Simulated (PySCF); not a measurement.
SiFCl₂Br, SMILES Cl[Si](F)(Br)Cl.

Geometry optimised at ωB97X-D3(BJ)/def2-SVP.

These are TDA-ωB97X/def2-SVPD (PySCF 2.14.0) values and carry that method's errors.

Vertical excitations. Isolated molecule, no solvent. State labels are in the subgroup Cs.

Question: Estimate the UV-visible absorptions. (Estimate from the structure and the level; the computed values follow.)

Answer: 
| state | symmetry | energy (eV) | λ (nm) | f | main pairs |
|---|---|---|---|---|---|
| S1 | A" | 7.26 | 171 | 0.014 | HOMO→LUMO 85 % |
| S2 | A' | 7.36 | 168 | 0.018 | HOMO−1→LUMO 84 % |
| S3 | A" | 8.21 | 151 | 0.035 | HOMO−2→LUMO 79 % |
| S4 | A" | 8.44 | 147 | 0.009 | HOMO−4→LUMO 39 %, HOMO→LUMO+1 22 %, HOMO→LUMO+4 17 %, HOMO→LUMO+2 8 % |
| S5 | A" | 8.58 | 144 | 0.001 | HOMO→LUMO+1 32 %, HOMO−4→LUMO 30 %, HOMO→LUMO+4 18 % |
| S6 | A' | 8.62 | 144 | 0.070 | HOMO−3→LUMO 49 %, HOMO−1→LUMO+1 16 %, HOMO−1→LUMO+4 12 % |
| S7 | A' | 8.80 | 141 | 0.051 | HOMO−1→LUMO+1 21 %, HOMO−3→LUMO 19 %, HOMO−5→LUMO 17 %, HOMO→LUMO+3 9 % |
| S8 | A' | 8.94 | 139 | 0.021 | HOMO−5→LUMO 52 %, HOMO−2→LUMO+3 11 %, HOMO−1→LUMO+1 8 % |
| S9 | A" | 9.04 | 137 | 0.000 | HOMO−1→LUMO+3 55 %, HOMO−1→LUMO+5 22 %, HOMO−1→LUMO+10 10 % |
| S10 | A" | 9.19 | 135 | 0.051 | HOMO→LUMO+4 49 %, HOMO→LUMO+1 29 % |
| T1 | A" | 6.69 | 185 | 0 | HOMO→LUMO 80 % |
| T2 | A' | 6.79 | 183 | 0 | HOMO−1→LUMO 80 % |
| T3 | A" | 7.65 | 162 | 0 | HOMO−2→LUMO 71 % |
| T4 | A' | 7.83 | 158 | 0 | HOMO−3→LUMO 65 % |
Triplets are in the Tamm–Dancoff approximation.
